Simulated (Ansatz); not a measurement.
The cluster Na₆Au⁺, relaxed as a singlet with RKS PBE-D4/def2-SVP in Ansatz, starting from the GFN2-xTB geometry. Force threshold 0.02 eV/Å.

In the def2 sets Au takes a core potential; there is no spin–orbit coupling. The restricted singlet is unstable towards broken spin symmetry in Hartree–Fock (as tested in another run); at PBE-D4/def2-SVP this wasn't settled. The relaxation made no stability test and no search for a lower SCF solution. No other spin state of charge 1 was run. The structure comes from a short search, and lower isomers may exist.

Start:

Cartesian coordinates in Å:
```
Au -0.4893 1.4601 1.7473
Na -0.1255 -1.7173 -0.8570
Na 1.7297 1.7738 -1.5996
Na 1.3766 3.4731 1.0643
Na -1.9318 -0.9914 2.4421
Na -2.5551 -3.2098 0.3999
Na 1.9954 -0.7884 -3.1970
```

```tsv
step	energy (eV)	largest force component (eV/Å)	SCF passes
1	-30161.5233	0.361	39
2	-30161.7849	0.315	22
3	-30162.0313	0.305	22
4	-30162.1494	0.189	23
5	-30162.2139	0.146	22
6	-30162.2335	0.133	22
7	-30162.2607	0.052	22
8	-30162.2734	0.054	23
9	-30162.2819	0.075	23
10	-30162.2844	0.016	21
11	-30162.2852	0.010	21
12	-30162.2856	0.005	21
13	-30162.2885	0.041	22
14	-30162.2965	0.057	22
15	-30162.3158	0.069	22
16	-30162.3473	0.225	22
17	-30162.3854	0.149	21
18	-30162.4362	0.169	22
19	-30162.4865	0.183	22
20	-30162.5378	0.189	22
21	-30162.6022	0.183	22
22	-30162.6562	0.153	22
23	-30162.6919	0.105	21
24	-30162.7147	0.045	22
25	-30162.7197	0.062	22
26	-30162.7197	0.063	20
27	-30162.7218	0.034	21
28	-30162.7240	0.012	22
```

Force components are those of the run's own axes.

End:

```
atom   x (Å)   y (Å)   z (Å)
 Au1  -0.368   0.753   1.039
 Na2   1.239  -1.575   0.357
 Na3   0.905   1.473  -1.572
 Na4   0.722   3.377   1.399
 Na5  -1.724  -1.160   2.758
 Na6  -1.754  -1.186  -0.792
 Na7   0.980  -1.681  -3.191
```

Bonds formed: Au1–Na2, Au1–Na3, Au1–Na6, Na3–Na6, Na6–Na7 (atoms count from 1).

The force fell under the threshold at step 10, but the optimiser went on and released 0.440 eV more. No frequencies were taken in this run, so the end may be a saddle point.

It took 90 s on 4 threads of Arm Neoverse N1 on a shared host.
